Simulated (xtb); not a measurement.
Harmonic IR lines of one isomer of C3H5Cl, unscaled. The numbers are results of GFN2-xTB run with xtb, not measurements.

```csv
wavenumber (cm⁻¹),relative intensity
537,9.3
733,56
739,30
978,50
1217,6.3
1277,100
1398,40
1467,8.6
1473,4.3
1694,33
3004,33
3018,38
3066,65
3086,36
```

Problem. Which structure gives these lines?
A) `C/C=C/Cl`
B) `ClC1CC1`
C) `C/C=C\Cl`
D) `C=C(C)Cl`

Solution. C, `C/C=C\Cl`
